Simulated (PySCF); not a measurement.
Li(OtBu), SMILES [Li][O]C(C)(C)C, GFN2-xTB optimised geometry.

```
15

Li    -1.17     2.25     0.00
O     -0.64     0.81     0.00
C     -0.17    -0.49     0.00
C     -0.67    -1.23     1.25
C     -0.67    -1.23    -1.25
C      1.37    -0.49     0.00
H     -0.31    -2.25     1.27
H     -1.76    -1.23     1.26
H     -0.32    -0.71     2.14
H     -1.76    -1.23    -1.26
H     -0.31    -2.25    -1.27
H     -0.32    -0.71    -2.14
H      1.73     0.04     0.88
H      1.73     0.04    -0.88
H      1.76    -1.50     0.00
```

Density from PBE0/def2-TZVP run with PySCF at that geometry.

Minimum of the electron density along straight lines between bonded atoms, close to the bond critical point (lines longer than 1.1 times the sum of covalent radii, or with two minima, are not listed):

```tsv
bond	length / Å	ρ at the minimum / e bohr⁻³	∇²ρ there / e bohr⁻⁵	position (fraction from the first atom)
Li1–O2	1.535	0.083	0.78	0.39
O2–C3	1.380	0.288	-0.71	0.65
C3–C4	1.539	0.246	-0.62	0.50
C3–C5	1.539	0.246	-0.62	0.50
C3–C6	1.539	0.246	-0.62	0.50
C4–H7	1.087	0.278	-0.95	0.63
C4–H8	1.088	0.278	-0.95	0.64
C4–H9	1.088	0.278	-0.95	0.64
C5–H10	1.088	0.278	-0.95	0.64
C5–H11	1.087	0.278	-0.95	0.63
C5–H12	1.088	0.278	-0.95	0.64
C6–H13	1.088	0.278	-0.95	0.64
C6–H14	1.088	0.278	-0.95	0.64
C6–H15	1.087	0.278	-0.95	0.63
```
